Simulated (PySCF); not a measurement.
Computed shifts of a molecule C2H8AlNO, PBE0/pcSseg-1 in PySCF, GIAO, gas phase, atoms alike by connectivity averaged where their shifts nearly agree, in ppm (number of nuclei): ¹H: 4.26 (2), 4.19 (1), 1.48 (3), 1.02 (1), 0.85 (1). ¹³C: 63.7 (1), 25.5 (1). ¹⁵N: 31.5 (1). References: ¹H against TMS (σ = 31.56 ppm); ¹⁷O against H2O (σ = 334.2 ppm); ¹³C against TMS (σ = 186.3 ppm); ¹⁵N against NH3 (σ = 267.4 ppm), references at their B3LYP-D3(BJ)/def2-TZVP geometries, non-relativistic. Geometry: PBE0-D3(BJ)/def2-SVP. One conformer was computed; it need not be the lowest.

**Question.** Identify the compound among the candidates.
A) C[NH][AlH][O]C
B) C[O][Al]([CH3])[NH2]
C) CC[O][AlH][NH2]
D) C[CH2][Al]([NH2])[OH]

**Answer.** C, CC[O][AlH][NH2]
